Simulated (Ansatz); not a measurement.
`C[BH][GaH][CH3]` + `C[SiH2]N` → `CBN[SiH2]C` + `[CH3][GaH2]`  (cleavage of the B–Ga bond)

Program: Ansatz. Geometries: PBE0-D4/def2-TZVP. ΔE: electronic, gas phase. CCSD(T)/CBS is the MP2 limit (def2-TZVPP, def2-QZVPP) plus CCSD(T) − MP2 in def2-TZVPP, frozen cores. Functionals use def2-TZVPP. For Ga outer-core shells are correlated without core-valence functions, which leaves a few kJ/mol of doubt a bond. Scalar relativity is left out up to krypton. Each species was taken in one conformer, which may not be the lowest.

`C[BH][GaH][CH3]`:

Z-matrix (Å, degrees):
```
C
B 1 1.558
H 1 1.105 2 103.4
H 1 1.094 2 113.7 3 113.1
H 1 1.091 2 117.2 3 -117.0
Ga 2 2.082 1 126.1 3 99.9
H 2 1.206 1 116.0 3 -76.8
C 6 1.979 2 125.3 1 -86.4
H 6 1.587 2 120.6 1 94.3
H 8 1.094 6 109.3 2 120.8
H 8 1.094 6 109.6 2 -122.5
H 8 1.090 6 113.6 2 -0.7
```

`C[SiH2]N`:

Z-matrix (Å, degrees):
```
C
Si 1 1.871
H 1 1.093 2 111.2
H 1 1.094 2 110.5 3 119.8
H 1 1.093 2 111.2 3 -120.4
N 2 1.720 1 116.4 3 60.2
H 2 1.489 1 108.4 3 -179.4
H 2 1.489 1 108.4 3 -60.3
H 6 1.007 2 120.7 1 73.7
H 6 1.007 2 120.7 1 -73.5
```

`CBN[SiH2]C`:

```xyz
15

C    -1.169    0.648    1.514
B    -0.322    1.584    0.582
N     0.241    1.147   -0.630
Si    0.151   -0.443   -1.351
C     1.147   -1.706   -0.410
H    -2.127    1.122    1.755
H    -1.380   -0.349    1.118
H    -0.656    0.526    2.475
H    -0.128    2.727    0.905
H     0.770    1.833   -1.149
H    -1.267   -0.883   -1.432
H     0.683   -0.298   -2.734
H     0.783   -1.803    0.616
H     1.076   -2.686   -0.889
H     2.200   -1.419   -0.371
```

`[CH3][GaH2]`:

Cartesian coordinates in Å:
```
C -0.752 0.502 0.048
Ga 0.896 -0.564 -0.072
H -1.399 0.066 0.817
H -0.557 1.538 0.325
H -1.310 0.477 -0.890
H 0.897 -1.930 -0.855
H 2.224 -0.089 0.626
```

Task: Is it downhill or uphill in electronic energy at CCSD(T)/CBS, and by how much? (An estimate is asked.)

Result: The calculation gave: Downhill: ΔE = -153.2 kJ/mol.

Task: What do these levels give: ωB97X-V, B2PLYP, HF/def2-QZVPP, HF/CBS(def2), MP2/CBS(def2), CCSD/CBS(def2)? (Best estimate.)

Result: Computed: ωB97X-V -157.5, B2PLYP -157.1, HF/def2-QZVPP -161.7, HF/CBS(def2) -161.8, MP2/CBS(def2) -157.3, CCSD/CBS(def2) -152.0 kJ/mol.

Largest T1 diagnostic among the species: 0.012.

The D4 term adds −6.1 kJ/mol with B3LYP and −3.5 kJ/mol with PBE0; it sums over pairs of atoms, weighted by their polarisabilities, and B3LYP, whose exchange is more repulsive, gets the larger term. From PBE to PBE0 (25 % exact exchange), in def2-TZVPP and without D4, ΔE moves by −4.3 kJ/mol.

B3LYP here is the variant with VWN-RPA as its local correlation; programs differ in this.
